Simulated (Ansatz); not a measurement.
Potential energy curve for HF (cation, charge +1), doublet.

Levels: ROHF/def2-SVP (Ansatz, a program for electronic structure); ROMP2 = MP2 on ROHF/def2-SVP, frozen core run with Ansatz; ROCCSD = CCSD on ROHF/def2-SVP, frozen core in Ansatz; ROCCSD(T) = CCSD(T) on ROHF/def2-SVP, frozen core (Ansatz); UHF/def2-SVP (Ansatz); UMP2 = MP2 on UHF/def2-SVP, frozen core run with Ansatz; UCCSD = CCSD on UHF/def2-SVP, frozen core in Ansatz; UCCSD(T) = CCSD(T) on UHF/def2-SVP, frozen core in Ansatz; ROCCSDT = Ansatz with CCSDT on ROHF/def2-SVP, frozen core; UCCSDT = CCSDT on UHF/def2-SVP, frozen core (Ansatz); UCCSDT(Q) = CCSDT(Q) on UHF/def2-SVP, frozen core in Ansatz; ROCCSDTQ = CCSDTQ on ROHF/def2-SVP, frozen core in Ansatz; UKS-PBE0 = unrestricted PBE0/def2-SVP in Ansatz; UKS-B3LYP = unrestricted B3LYP/def2-SVP run with Ansatz; UKS-PBE = unrestricted PBE/def2-SVP (Ansatz); FCI = full CI/def2-SVP, frozen core in Ansatz.

All curves are set to zero at 1.01 Å and compared with full CI in the same basis at 1.01, 1.03, 1.07, 1.10, 1.19, 1.25, 1.38, 1.52, 1.67, 1.84, 1.99, 2.19, 2.52, 2.72, 3.04, 3.50, 3.98 Å.

Question: Order the methods by the spread of their error (largest minus smallest) over these points.

Answer: ROCCSDTQ has the smallest spread and UKS-PBE the largest. In order (kcal/mol): ROCCSDTQ 0.00, UCCSDT(Q) 0.01, UCCSDT 0.03, ROCCSDT 0.03, ROCCSD(T) 0.10, UCCSD(T) 0.11, UCCSD 0.88, ROCCSD 0.89, UMP2 2.00, ROMP2 2.15, UKS-PBE0 8.42, UHF 9.64, ROHF 10.29, UKS-B3LYP 11.61, UKS-PBE 20.22.

Errors against full CI at some of the points (kcal/mol):

```json
[
 {"method": "ROCCSDTQ", "1.25 Å": "0.0", "1.52 Å": "0.0", "1.99 Å": "0.0", "2.52 Å": "0.0", "3.98 Å": "0.0"},
 {"method": "UCCSDT(Q)", "1.25 Å": "0.0", "1.52 Å": "0.0", "1.99 Å": "0.0", "2.52 Å": "0.0", "3.98 Å": "0.0"},
 {"method": "UCCSDT", "1.25 Å": "0.0", "1.52 Å": "0.0", "1.99 Å": "0.0", "2.52 Å": "0.0", "3.98 Å": "0.0"},
 {"method": "ROCCSDT", "1.25 Å": "0.0", "1.52 Å": "0.0", "1.99 Å": "0.0", "2.52 Å": "0.0", "3.98 Å": "0.0"},
 {"method": "ROCCSD(T)", "1.25 Å": "0.0", "1.52 Å": "0.1", "1.99 Å": "0.0", "2.52 Å": "0.0", "3.98 Å": "0.0"},
 {"method": "UCCSD(T)", "1.25 Å": "0.0", "1.52 Å": "0.1", "1.99 Å": "0.0", "2.52 Å": "0.0", "3.98 Å": "0.0"},
 {"method": "UCCSD", "1.25 Å": "0.2", "1.52 Å": "0.4", "1.99 Å": "0.1", "2.52 Å": "-0.3", "3.98 Å": "-0.5"},
 {"method": "ROCCSD", "1.25 Å": "0.2", "1.52 Å": "0.4", "1.99 Å": "0.1", "2.52 Å": "-0.3", "3.98 Å": "-0.5"},
 {"method": "UMP2", "1.25 Å": "0.3", "1.52 Å": "0.2", "1.99 Å": "-0.7", "2.52 Å": "-1.4", "3.98 Å": "-1.7"},
 {"method": "ROMP2", "1.25 Å": "0.3", "1.52 Å": "0.3", "1.99 Å": "-0.5", "2.52 Å": "-1.4", "3.98 Å": "-1.8"},
 {"method": "UKS-PBE0", "1.25 Å": "-1.3", "1.52 Å": "-3.1", "1.99 Å": "-6.0", "2.52 Å": "-7.1", "3.98 Å": "-8.4"},
 {"method": "UHF", "1.25 Å": "2.7", "1.52 Å": "2.6", "1.99 Å": "-1.4", "2.52 Å": "-5.1", "3.98 Å": "-6.6"},
 {"method": "ROHF", "1.25 Å": "2.8", "1.52 Å": "2.9", "1.99 Å": "-1.5", "2.52 Å": "-5.4", "3.98 Å": "-7.1"},
 {"method": "UKS-B3LYP", "1.25 Å": "-2.4", "1.52 Å": "-4.8", "1.99 Å": "-8.3", "2.52 Å": "-9.7", "3.98 Å": "-11.6"},
 {"method": "UKS-PBE", "1.25 Å": "-3.7", "1.52 Å": "-7.0", "1.99 Å": "-11.4", "2.52 Å": "-14.7", "3.98 Å": "-20.2"}
]
```

The unrestricted determinant behind UKS-PBE0, UKS-B3LYP is spin-contaminated at 2.52 to 3.98 Å (<S²> up to 1.0, against 0.75 for a pure doublet). The unrestricted determinant behind UKS-PBE is spin-contaminated at 2.19 to 3.98 Å (<S²> up to 1.1, against 0.75 for a pure doublet).
